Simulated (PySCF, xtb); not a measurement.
C2H8F2Si2, SMILES FC(F)C([SiH3])[SiH3]. Other conformers were not sampled.

Harmonic wavenumbers (cm⁻¹) from GFN2-xTB run with xtb at its own minimum, in rising order: 50, 113, 115, 157, 165, 188, 358, 447, 511, 519, 528, 541, 631, 705, 758, 768, 775, 779, 790, 804, 858, 951, 997, 1083, 1122, 1218, 1292, 1301, 2237, 2264, 2291, 2296, 2299, 2313, 2873, 2946.

Problem. What does PBE-D3(BJ)/def2-SVP (PySCF) give at its own minimum? (An estimate is asked for; the answer gives what the named calculation found.)

Solution. 63, 128, 143, 154, 164, 191, 367, 462, 518, 549, 567, 587, 686, 771, 823, 867, 901, 906, 909, 917, 920, 946, 1009, 1061, 1117, 1208, 1323, 1334, 2161, 2163, 2180, 2182, 2188, 2198, 2971, 3005. Paired by order, the mean absolute difference is 54 cm⁻¹ and the zero-point energies are 54.4 and 55.2 kcal/mol.
